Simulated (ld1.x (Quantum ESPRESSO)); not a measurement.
## Building the TM potential for palladium (PW91, non-relativistic).

Pd, norm-conserving Troullier–Martins (Kleinman–Bylander form), made with ld1.x (Quantum ESPRESSO) 7.5 (PW91, non-relativistic). Core [Ar] 3d10 4s2, reference 4p6 4d10 5s0 5p0. Waves: 4p (bound): rc 0.86 bohr; 4d (bound): rc 1.32 bohr; 5s (bound, empty): rc 1.84 bohr. Local part: the s channel. Core correction: Bessel-smoothed model core, default radius (core density twice the valence density).

All-electron outer shells of the reference configuration (PW91, non-relativistic, ld1.x):

| shell | level (eV) | outermost node (bohr) | outermost maximum (bohr) |
| --- | --- | --- | --- |
| 4s | -78.63 | 0.47 | 0.88 |
| 4p | -49.31 | 0.46 | 0.92 |
| 4d | -4.17 | 0.45 | 1.09 |
| 5s | -2.90 | 1.19 | 2.81 |
| 5p | -0.31 | 1.34 | 5.00 |

Results:

```
Cutoffs needed           : 260 Ry and over 300 Ry (the cutoffs (Ry, on a coarse ladder) from which the occupation-weighted sum of valence levels, in a spherical-Bessel basis at the reference potential, stays within 10 and 1 mRy of its value at 400 Ry)
Ghost test               : no extra level below or beside the all-electron valence levels (p, d, s, f tested) (spherical-Bessel basis up to 400 Ry, 20 bohr box)
Largest excitation error : -794 meV (all-electron minus pseudo) for 4p6 4d7 5s0 5p0, out of 7 test configurations
```

Generation and tests took about 1.1 s on one core of a shared server CPU.
